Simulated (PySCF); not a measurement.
Work out the structure from these simulated measurements.

Formula: C4H8OSi2.

* Dipole: 0.69 D [PBE0/pcSseg-1]
* NMR, other nuclei: isotropic shieldings of nuclei other than C and H, by class: 318 (1 O), 385 (1 Si), 404 (1 Si) ppm [GIAO PBE0/pcSseg-1]
* 1H NMR: chemical shifts (computed TMS as zero) by class: 6.60 (1 H), 6.33 (1 H), 6.22 (1 H), 5.39 (2 H), 5.32 (2 H), 2.03 (1 H) ppm [GIAO PBE0/pcSseg-1]
* Rotational structure: rotational constants A, B, C: 3.412, 0.859, 0.799 GHz [GFN2-xTB]
* 13C NMR: chemical shifts (computed TMS as zero) by class: 143.1 (1 C), 142.1 (1 C), 102.8 (1 C), 88.8 (1 C) ppm [GIAO PBE0/pcSseg-1]

The electronic properties come from PySCF, for the isolated species, density fitting. Levels stand in brackets. Isolated species at its GFN2-xTB geometry (one conformer only). NMR values are class means; diastereotopic atoms form classes of their own.

**Question.** Propose a structure and show how it fits.

**Answer.** Numbering: `[CH:1]#[C:2][SiH2:3][O:4][SiH2:5][CH:6]=[CH2:7]`. Its formula, C4H8OSi2, gives 3 degrees of unsaturation: 0 rings and 3 π bonds in the structure found. 4 carbons fall into 4 classes; from least to most shielded: alkene CH carbon [C6] (143.1 ppm), terminal =CH2 carbon [C7] (142.1 ppm), terminal alkyne carbon [C1] (102.8 ppm), alkyne carbon [C2] (88.8 ppm). Hydrogen classes from least to most shielded: 1 H on a terminal =CH2 carbon, C7 (6.60 ppm), 1 H on a terminal =CH2 carbon, C7 (6.33 ppm), 1 H on an alkene CH carbon, C6 (6.22 ppm), 2 H on an oxygen-bound silicon, Si5 (5.39 ppm), 2 H on an oxygen-bound silicon, Si3 (5.32 ppm), 1 H on a terminal alkyne carbon, C1 (2.03 ppm). The other shieldings belong to: 318 ppm, siloxane oxygen [O4]; 385 ppm, oxygen-bound silicon [Si5]; 404 ppm, oxygen-bound silicon [Si3]. The optimised geometry has point group C1 and is an asymmetric top. Structure: `C#C[SiH2]O[SiH2]C=C`. Computed isomers that give other values at the same levels: `C#C[Si@H]1CC[SiH2]O1` (13C chemical shifts (computed TMS as zero) by class: 102.0 (1 C), 90.3 (1 C), 12.6 (1 C), 9.8 (1 C) ppm); `C=C[Si@H]1C[SiH2]C1=O` (13C chemical shifts (computed TMS as zero) by class: 316.4 (1 C), 143.9 (1 C), 137.1 (1 C), -9.9 (1 C) ppm); `O[SiH]1C=C[SiH2]C=C1` (13C chemical shifts (computed TMS as zero) by class: 160.8 (2 C), 153.7 (2 C) ppm). The assignments are read from this structure; whether some other isomer fits the data as well wasn't checked.

Shape of the structure used: `[CH:1]#[C:2][SiH2:3][O:4][SiH2:5][CH:6]=[CH2:7]`: C2–Si3–O4–Si5 36°, Si3–O4–Si5–C6 93°, O4–Si5–C6–C7 -7°.
